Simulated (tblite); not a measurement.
Compound: C₅H₇N₂OS (doublet state).
Bonds: C1–O2, O2–C3, C3–C4, C4–C5, C5–C6 (aromatic), C6–N7 (aromatic), N7–S8 (aromatic), S8–N9 (aromatic), C5–N9 (aromatic). Hydrogens: H10, H11, H12 on C1; H13 on C3; H14, H15 on C4; H16 on C6.
Bond orders are those of one Lewis drawing.

Computed with GFN2-xTB (tblite), gas phase: L-BFGS steps from a force-field or distance-geometry start until the largest atomic force falls under 0.01 eV/Å.

Step 0: E = -742.9281 eV
```
atom  x, y, z in Å  |  force x, y, z in eV/Å
C1      2.6304    0.6500   -0.1418   -0.045   0.480   0.275
O2      1.2589    0.7310   -0.5315    0.441  -1.297   0.105
C3      0.7370   -0.5707   -0.4356    1.473   0.946   0.916
C4     -0.1607   -0.7409    0.7469   -1.044  -1.282   0.133
C5     -1.5801   -0.3973    0.3989    0.287  -2.544  -0.452
C6     -2.1608    0.8203    0.4874    1.462   4.499   1.549
N7     -3.3866    0.9925    0.1391   -1.014  -1.711  -0.682
S8     -3.9006   -0.5506   -0.3702    1.511   0.625   0.535
N9     -2.4297   -1.2876   -0.0793   -1.062   0.141  -0.214
H10     2.7500   -0.2932    0.4383    0.516   1.028   0.093
H11     3.3014    0.6033   -1.0031   -0.086   0.152  -0.118
H12     2.8641    1.5504    0.4624   -0.090  -0.525  -0.273
H13     1.6220   -1.2457   -0.3797   -1.261  -0.345  -0.757
H14     0.1237   -0.1080    1.6122    0.098  -0.261  -0.422
H15    -0.1329   -1.8347    1.0180   -0.079   0.993  -0.066
H16    -1.5437    1.6901    0.8940   -1.107  -0.900  -0.624
```

Step 1: E = -743.3208 eV
```
atom  x, y, z in Å  |  force x, y, z in eV/Å
C1      2.6298    0.6568   -0.1379    0.216   0.157  -0.070
O2      1.2652    0.7124   -0.5300    0.439  -0.373   0.102
C3      0.7580   -0.5572   -0.4225    0.346   0.168   0.880
C4     -0.1757   -0.7592    0.7488   -0.224  -0.402  -0.050
C5     -1.5760   -0.4337    0.3925   -0.865   1.066   0.021
C6     -2.1400    0.8846    0.5095   -0.659  -1.165  -0.441
N7     -3.4011    0.9681    0.1293    0.824  -0.720   0.116
S8     -3.8790   -0.5416   -0.3626    0.714   0.490   0.263
N9     -2.4448   -1.2856   -0.0825   -0.450  -0.197  -0.113
H10     2.7574   -0.2785    0.4397    0.540   0.811   0.182
H11     3.3002    0.6055   -1.0047   -0.117   0.177  -0.028
H12     2.8628    1.5429    0.4586   -0.030  -0.120  -0.062
H13     1.6039   -1.2506   -0.3905   -0.754  -0.597  -0.639
H14     0.1251   -0.1118    1.6062   -0.079  -0.371  -0.457
H15    -0.1340   -1.8205    1.0170    0.014   0.169   0.103
H16    -1.5595    1.6773    0.8852    0.084   0.908   0.193
```

Step 2: E = -743.4289 eV
```
atom  x, y, z in Å  |  force x, y, z in eV/Å
C1      2.6326    0.6602   -0.1381    0.276   0.078  -0.132
O2      1.2724    0.7039   -0.5283    0.331   0.020   0.090
C3      0.7666   -0.5524   -0.4080   -0.076  -0.150   0.690
C4     -0.1815   -0.7681    0.7484   -0.278   0.162  -0.155
C5     -1.5871   -0.4257    0.3916   -0.254   0.406   0.057
C6     -2.1452    0.8804    0.5075    0.319  -0.600  -0.001
N7     -3.3925    0.9537    0.1291    0.026  -0.123  -0.012
S8     -3.8653   -0.5333   -0.3575    0.024   0.131  -0.024
N9     -2.4538   -1.2879   -0.0846   -0.058  -0.084   0.026
H10     2.7662   -0.2647    0.4424    0.548   0.595   0.241
H11     3.2983    0.6083   -1.0054   -0.043   0.179  -0.077
H12     2.8622    1.5398    0.4570    0.015   0.085   0.022
H13     1.5903   -1.2597   -0.4013   -0.506  -0.688  -0.560
H14     0.1243   -0.1175    1.5988   -0.120  -0.337  -0.340
H15    -0.1340   -1.8155    1.0182   -0.031  -0.187   0.154
H16    -1.5613    1.6874    0.8862   -0.172   0.514   0.022
```

Step 3: E = -743.5192 eV
```
atom  x, y, z in Å  |  force x, y, z in eV/Å
C1      2.6411    0.6651   -0.1410    0.252   0.095  -0.073
O2      1.2857    0.6970   -0.5249    0.030   0.117   0.108
C3      0.7726   -0.5516   -0.3805   -0.158  -0.222   0.187
C4     -0.1940   -0.7716    0.7446   -0.145   0.122  -0.042
C5     -1.5991   -0.4163    0.3916    0.351  -0.358   0.049
C6     -2.1369    0.8722    0.5096    0.145   0.176   0.113
N7     -3.3891    0.9390    0.1273    0.016   0.424   0.094
S8     -3.8539   -0.5240   -0.3543   -0.542  -0.245  -0.263
N9     -2.4625   -1.2911   -0.0856    0.201   0.024   0.111
H10     2.7861   -0.2397    0.4503    0.535   0.240   0.300
H11     3.2960    0.6147   -1.0080    0.121   0.170  -0.208
H12     2.8620    1.5392    0.4561    0.077   0.293   0.062
H13     1.5672   -1.2829   -0.4231   -0.324  -0.638  -0.431
H14     0.1210   -0.1299    1.5852   -0.145  -0.141  -0.037
H15    -0.1350   -1.8155    1.0227   -0.128  -0.233   0.113
H16    -1.5689    1.7042    0.8860   -0.285   0.176  -0.083
```

**Question.** Estimate the geometry and energy of step 4. (The exact step hangs on the optimiser's Hessian estimate; all steps are aligned on step 3, rigid shifts and turns removed.)

**Answer.** E = -743.5767 eV, largest force 0.645 eV/Å
```
atom  x, y, z in Å  |  force x, y, z in eV/Å
C1      2.6510    0.6705   -0.1438    0.185   0.111   0.016
O2      1.2948    0.6929   -0.5205   -0.121   0.006   0.162
C3      0.7754   -0.5537   -0.3594   -0.009  -0.219  -0.206
C4     -0.2044   -0.7744    0.7421    0.104  -0.084   0.111
C5     -1.6016   -0.4162    0.3922    0.285  -0.496  -0.018
C6     -2.1333    0.8704    0.5117    0.164   0.400   0.157
N7     -3.3834    0.9357    0.1285   -0.187   0.532   0.043
S8     -3.8545   -0.5217   -0.3562   -0.532  -0.270  -0.244
N9     -2.4657   -1.2929   -0.0846    0.232   0.096   0.117
H10     2.8089   -0.2188    0.4608    0.488   0.044   0.267
H11     3.2968    0.6220   -1.0137    0.197   0.161  -0.244
H12     2.8633    1.5437    0.4564    0.107   0.375   0.023
H13     1.5453   -1.3094   -0.4454   -0.286  -0.458  -0.335
H14     0.1163   -0.1402    1.5758   -0.146   0.024   0.207
H15    -0.1380   -1.8181    1.0274   -0.181  -0.201   0.070
H16    -1.5785    1.7191    0.8847   -0.301  -0.021  -0.124
```

The energy changes by -0.0575 eV. The first-order estimate −F·Δx gives -0.0742 eV and the mean of the old and new forces, exact on a quadratic surface, -0.0575 eV. The step makes an angle of 48° with the force vector and moves no atom by more than 0.041 Å.

The cost below is that of the whole relaxation. Hardware: one thread of an Arm Neoverse V2, shared host. Cost: 0.67 s of wall time.
